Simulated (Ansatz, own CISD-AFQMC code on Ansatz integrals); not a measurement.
C2H2Si, SMILES `C#C[SiH]` (charge 0, multiplicity 1).

Cartesian coordinates (Å):
SMILES: C#C[SiH]
```xyz
5

C     -1.2644    -0.3654     0.3814
C     -0.0709    -0.2011     0.2319
Si     1.7365    -0.1892    -0.0769
H     -2.3120    -0.4930     0.5183
H      1.9109     1.2487     0.3897
```
Charge 0, multiplicity 1.

Frozen-core correlation energies in cc-pVTZ at a geometry from B3LYP-D3(BJ)/def2-TZVP, on an HF energy of -365.75217 Ha (<S^2> = 0.00, restricted and unstable towards unrestricted orbitals). Wave-function levels are from Ansatz, the walk from an own CISD-AFQMC code on Ansatz integrals (time step 0.005/Ha, trial state from CCSD amplitudes, largest double 0.08).

```json
[
 {"level": "MP2", "correlation energy (mHa)": "-398.0"},
 {"level": "CCSD", "correlation energy (mHa)": "-423.6"},
 {"level": "CCSD(T)", "correlation energy (mHa)": "-446.3"}
]
```

Q: What correlation energy does phaseless AFQMC give, and where does it lie among these levels?

A: -447.1 ± 0.4 mHa (one standard error). AFQMC minus each level: MP2 -49.1 mHa, CCSD -23.4 mHa, CCSD(T) -0.8 mHa.
